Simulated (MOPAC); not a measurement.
MOPAC input (PM3):

```
PM3 FORCE THERMO(298,298) PRECISE LET CHARGE=1 GEO-OK AUX(PRECISION=9) THREADS=1
C3H9O

C    -1.90548475 1   -0.20036926 1   -0.30714066 1
C    -0.61676974 1   -0.05950247 1    0.47917889 1
C     0.53755126 1    0.05628756 1   -0.49052732 1
O     1.79727196 1    0.28262363 1    0.31330588 1
H    -1.90178030 1   -1.09433081 1   -0.94546234 1
H    -2.09060755 1    0.67150664 1   -0.94920059 1
H    -2.76105820 1   -0.28988462 1    0.37644181 1
H    -0.67577743 1    0.83099895 1    1.13954144 1
H    -0.48974456 1   -0.93630762 1    1.14946062 1
H     0.51901066 1    0.97351997 1   -1.11156106 1
H     0.67850836 1   -0.84069597 1   -1.12630003 1
H     2.55901508 1    0.05744786 1   -0.24474926 1
H     1.76966722 1   -0.29335877 1    1.09798626 1
```

From the output:

```
     H   13   7.575329

          HEAT OF FORMATION =     138.778005 KCALS/MOLE

          ZERO POINT ENERGY      73.715 KCAL/MOL

           NORMAL COORDINATE ANALYSIS (Total motion = 1 Angstrom)

   Root No.       1         2         3         4         5         6         7         8

                 1 A       2 A       3 A       4 A       5 A       6 A       7 A       8 A

                  73.3     150.1     189.1     295.2     445.8     755.0     785.4     874.8

           1   -0.0007    0.0039   -0.0005   -0.0044   -0.0689   -0.0055   -0.0002   -0.0005
           2   -0.0007   -0.0007    0.0006   -0.0507   -0.0354   -0.0057   -0.0002    0.0005
           3   -0.0459    0.0060    0.0042   -0.0002    0.0006    0.0008    0.0005    0.0093
           4   -0.0008    0.0036   -0.0004   -0.0084   -0.0538   -0.0119   -0.0008    0.0010
           5    0.0002    0.0056   -0.0013    0.0589    0.0048    0.0218    0.0012    0.0003
           6    0.0498    0.0064   -0.0287   -0.0008   -0.0003   -0.0023    0.0241    0.0193
           7   -0.0006   -0.0024    0.0001   -0.0036    0.0339    0.1489    0.0112   -0.0090
           8    0.0004    0.0080   -0.0016    0.0563   -0.0214   -0.0151   -0.0007   -0.0020
           9    0.0560   -0.0189    0.0163    0.0008   -0.0026   -0.0078    0.0234   -0.0296
          10    0.0048   -0.0048    0.0010    0.0064    0.0728   -0.0969   -0.0027   -0.0064
          11   -0.0015   -0.0269    0.0035   -0.0405    0.0419    0.0040   -0.0003    0.0006
          12   -0.0447    0.0015    0.0052    0.0002    0.0024   -0.0008   -0.0046   -0.0001
          13    0.0541    0.0021   -0.0161   -0.0444   -0.0925   -0.0481    0.0622    0.0932
          14   -0.0288   -0.0500   -0.1846   -0.0864   -0.0559   -0.0344   -0.0063    0.0007
          15   -0.0875   -0.0211   -0.0934   -0.0012    0.0012    0.0062   -0.0343   -0.0373
          16   -0.0568    0.0006    0.0167   -0.0437   -0.0914   -0.0305   -0.0681   -0.0932
          17    0.0269    0.0447    0.1876   -0.0827   -0.0555   -0.0354    0.0015    0.0011
          18   -0.0872   -0.0207   -0.0918   -0.0013    0.0003    0.0046   -0.0342   -0.0368
          19    0.0001    0.0088   -0.0018    0.0812   -0.0217    0.0640    0.0048   -0.0006
          20   -0.0010   -0.0027    0.0003   -0.0833   -0.0543   -0.0337   -0.0021    0.0009
          21   -0.0372    0.0610    0.2286    0.0021    0.0010    0.0048   -0.0292   -0.0390
          22   -0.0520    0.0070    0.0179    0.0125   -0.0645   -0.0531    0.0684    0.0882
          23    0.0155    0.0252   -0.0301    0.0702   -0.0003    0.0227   -0.1320   -0.0296
          24    0.0802    0.0172   -0.0541   -0.0008    0.0001    0.0168   -0.0932   -0.0388
          25    0.0524    0.0081   -0.0208    0.0102   -0.0620   -0.0234   -0.0750   -0.0789
          26   -0.0156   -0.0107    0.0269    0.0726   -0.0033   -0.0134    0.1336    0.0363
          27    0.0810    0.0188   -0.0544   -0.0036    0.0029    0.0143   -0.0946   -0.0389
          28    0.0584   -0.0272    0.0103    0.0246    0.0541    0.1579   -0.0593    0.1652
          29   -0.0226    0.0237   -0.0337    0.0664   -0.0146   -0.0442    0.1282   -0.0381
          30    0.0862   -0.0353    0.0393    0.0010   -0.0029    0.0202   -0.0778    0.0385
          31   -0.0596    0.0127   -0.0087    0.0234    0.0635    0.0867    0.0554   -0.1153
          32    0.0228   -0.0101    0.0301    0.0695   -0.0210    0.0189   -0.1292    0.0377
          33    0.0890   -0.0360    0.0398    0.0017   -0.0102    0.0309   -0.0761    0.0301
          34   -0.0162    0.0064   -0.0028    0.0730    0.0050   -0.1494   -0.0311    0.0521
          35    0.0092    0.0783   -0.0075   -0.0735    0.0750    0.0346    0.0035    0.0000
          36   -0.0374    0.3146   -0.0305   -0.0173    0.0191    0.0089   -0.0280    0.0673
          37   -0.0330   -0.0030   -0.0011   -0.0421    0.1130   -0.0321   -0.0371    0.0922
          38    0.0184    0.1745   -0.0177   -0.0788    0.0846    0.0106    0.0033   -0.0049
          39   -0.0916   -0.2458    0.0302    0.0185   -0.0227    0.0168   -0.0306    0.0676

   Root No.       9        10        11        12        13        14        15        16

                 9 A      10 A      11 A      12 A      13 A      14 A      15 A      16 A

                 930.8     936.6    1005.3    1080.7    1110.1    1116.6    1124.7    1163.9

           1    0.0165   -0.0060   -0.0010    0.0001    0.0538    0.0338   -0.0086    0.0160
           2    0.0320   -0.0121    0.0241    0.0049   -0.0060   -0.0054    0.0026   -0.0198
           3   -0.0069   -0.0155   -0.0015    0.0038    0.0147   -0.0291   -0.0336    0.0001
           4    0.0008    0.0002    0.0036    0.0008   -0.0475   -0.0318    0.0083   -0.0149
           5    0.0301   -0.0093   -0.0187   -0.0052   -0.0067   -0.0010   -0.0017    0.0470
           6   -0.0007    0.0003    0.0007    0.0025   -0.0317    0.0502    0.0098   -0.0037
           7   -0.0237    0.0018    0.0105   -0.0176   -0.0156   -0.0036   -0.0037    0.0152
           8   -0.0342    0.0106    0.0001   -0.0075    0.0077    0.0049   -0.0033   -0.0275
           9    0.0049    0.0078   -0.0019    0.0212    0.0205   -0.0310    0.0224    0.0083
          10    0.0026   -0.0067   -0.0013   -0.0224    0.0020    0.0053   -0.0047   -0.0022
          11   -0.0132    0.0042    0.0185    0.0078    0.0041    0.0013    0.0009    0.0058
          12   -0.0009   -0.0031   -0.0000   -0.0393    0.0022    0.0046   -0.0048   -0.0103
          13   -0.1125   -0.0764   -0.0827    0.0004    0.1390   -0.0653   -0.1233    0.0737
          14   -0.0463    0.0176   -0.0450   -0.0061    0.0015    0.0037    0.0031    0.0302
          15    0.0115    0.0360   -0.0011   -0.0012   -0.0220    0.0245    0.0203    0.0005
          16   -0.0162    0.1302   -0.0676   -0.0174    0.0111    0.1683    0.0936    0.0696
          17   -0.0452    0.0202   -0.0451   -0.0051    0.0004    0.0027   -0.0074    0.0298
          18    0.0207    0.0324    0.0049    0.0014   -0.0103    0.0307    0.0190   -0.0021
          19    0.1987   -0.0778    0.1417    0.0266    0.0532    0.0249   -0.0001   -0.0623
          20   -0.0377    0.0153   -0.0323   -0.0050   -0.0071   -0.0031   -0.0005    0.0117
          21    0.0169    0.0365    0.0019    0.0018   -0.0205    0.0347    0.0241   -0.0014
          22   -0.0482   -0.0694   -0.0447   -0.0358   -0.1381   -0.0570    0.2424   -0.0396
          23    0.0006   -0.0604   -0.0581   -0.0346    0.0276   -0.1275    0.1368    0.0722
          24    0.0037   -0.0034   -0.0032    0.0016    0.0271   -0.0175   -0.0017    0.0202
          25    0.0288    0.0877   -0.0443    0.0461   -0.1582   -0.1228   -0.1925   -0.0630
          26    0.0473    0.0507   -0.0519    0.0247   -0.1423    0.0754   -0.1221    0.0362
          27   -0.0015   -0.0003   -0.0002    0.0039    0.0063   -0.0340    0.0011   -0.0149
          28    0.0346    0.1476   -0.0263   -0.0458    0.1333   -0.0275    0.0328   -0.1298
          29    0.0016    0.1203   -0.0140   -0.0200    0.1242   -0.0869    0.0508   -0.1005
          30   -0.0018   -0.0244   -0.0052    0.0201   -0.0140    0.0199    0.0000    0.0163
          31   -0.0624   -0.0838   -0.0684    0.2772    0.0578    0.0514    0.0350   -0.1124
          32   -0.0937   -0.0836   -0.0287    0.0559   -0.0281    0.1216   -0.0435   -0.1273
          33   -0.0222   -0.0268    0.0045   -0.0188   -0.0235    0.0262   -0.0110   -0.0160
          34   -0.1129    0.0692    0.2005    0.1407   -0.0085   -0.0191    0.0143    0.0957
          35    0.0285   -0.0072   -0.0461    0.0000    0.0067    0.0030    0.0014   -0.0112
          36   -0.0103    0.0513    0.0455    0.1457   -0.0059   -0.0206    0.0210    0.0615
          37    0.1252    0.0273   -0.1442    0.1630   -0.0097   -0.0178    0.0195    0.0079
          38    0.0219   -0.0100   -0.0371   -0.0403    0.0131    0.0095   -0.0054   -0.0297
          39    0.0294    0.0355   -0.0144    0.1422   -0.0137   -0.0196    0.0201    0.0433

   Root No.      17        18        19        20        21        22        23        24

                17 A      18 A      19 A      20 A      21 A      22 A      23 A      24 A

                1205.8    1279.2    1333.3    1374.3    1388.4    1398.9    1401.7    1617.4

           1    0.0020   -0.0124    0.0038    0.0434   -0.0045    0.0130   -0.0403    0.0001
           2    0.0006   -0.0092    0.0075    0.0104   -0.0262   -0.0033    0.0113   -0.0006
           3    0.0006   -0.0005    0.0001   -0.0005   -0.0008   -0.0337   -0.0084   -0.0002
           4   -0.0140    0.0625   -0.0391   -0.0084    0.0040   -0.0080    0.0227   -0.0014
           5    0.0149    0.0314   -0.0197   -0.0316   -0.0225    0.0112   -0.0285   -0.0006
           6    0.0017    0.0020   -0.0005   -0.0006   -0.0002   -0.0010   -0.0004   -0.0002
           7   -0.0229   -0.0182    0.0091    0.0030    0.0015   -0.0004    0.0011    0.0058
           8   -0.0375    0.0118    0.0601    0.0157    0.0162   -0.0066    0.0173    0.0024
           9   -0.0078   -0.0028    0.0022    0.0008    0.0004   -0.0003    0.0001    0.0064
          10   -0.0018   -0.0019    0.0022    0.0010    0.0008   -0.0001    0.0003   -0.0355
          11    0.0128   -0.0020   -0.0058   -0.0013   -0.0017    0.0008   -0.0023   -0.0059
          12    0.0121    0.0041   -0.0023   -0.0008   -0.0004    0.0002   -0.0002    0.0259
          13    0.0283   -0.0490    0.0287   -0.1325   -0.0489    0.0692    0.1529    0.0014
          14    0.0138   -0.0051   -0.0161   -0.0736    0.2094    0.1878    0.0021    0.0002
          15   -0.0034    0.0163   -0.0221    0.0219    0.1455    0.0677   -0.0822   -0.0002
          16    0.0256   -0.0458    0.0289   -0.1370   -0.0541   -0.1458    0.0988    0.0024
          17    0.0143   -0.0052   -0.0154   -0.0798    0.2031   -0.1656   -0.0878    0.0005
          18    0.0032   -0.0153    0.0215   -0.0208   -0.1423    0.0118    0.1017    0.0002
          19    0.0140   -0.0919    0.0459   -0.1474    0.1378   -0.0301    0.0881   -0.0002
          20   -0.0008    0.0171   -0.0081    0.0643   -0.0585    0.0099   -0.0332   -0.0005
          21   -0.0001    0.0010   -0.0013    0.0066    0.0070    0.3412    0.0856   -0.0003
          22    0.0759   -0.1340    0.0938   -0.0294   -0.0304    0.0254   -0.0765   -0.0032
          23    0.0762   -0.1061   -0.0569    0.1252    0.0569   -0.0417    0.1013    0.0041
          24    0.0029   -0.0006   -0.0714    0.0929    0.0565   -0.0432    0.1073    0.0019
          25    0.0956   -0.1285    0.0872   -0.0281   -0.0294    0.0300   -0.0723   -0.0089
          26    0.0983   -0.0924   -0.0640    0.1224    0.0563   -0.0383    0.1026   -0.0005
          27   -0.0062   -0.0010    0.0712   -0.0911   -0.0556    0.0389   -0.1063    0.0008
          28    0.1602    0.0734   -0.0108    0.0004    0.0010   -0.0001    0.0048   -0.0376
          29   -0.0721   -0.1014   -0.1607   -0.0367   -0.0268    0.0113   -0.0262   -0.0042
          30    0.0527    0.0850    0.1270    0.0302    0.0256   -0.0112    0.0263   -0.0007
          31    0.1400    0.0747   -0.0051    0.0016    0.0010   -0.0042    0.0032    0.0027
          32   -0.0528   -0.0870   -0.1641   -0.0387   -0.0275    0.0088   -0.0265   -0.0100
          33   -0.0609   -0.0883   -0.1285   -0.0307   -0.0259    0.0095   -0.0269    0.0050
          34    0.0615   -0.0266   -0.0331   -0.0070   -0.0119    0.0064   -0.0170    0.2633
          35   -0.0257   -0.0012    0.0087    0.0026    0.0030   -0.0015    0.0035   -0.1831
          36   -0.0382   -0.0238    0.0015    0.0024   -0.0002    0.0003   -0.0018   -0.2850
          37   -0.1552   -0.0227    0.0430    0.0113    0.0110   -0.0037    0.0098    0.2894
          38    0.0065    0.0080   -0.0018   -0.0008    0.0001    0.0001    0.0005    0.2731
          39   -0.0763   -0.0224    0.0175    0.0052    0.0035   -0.0012    0.0022   -0.2039

   Root No.      25        26        27        28        29        30        31        32

                25 A      26 A      27 A      28 A      29 A      30 A      31 A      32 A
```

The dipole moment of an ion depends on the origin.
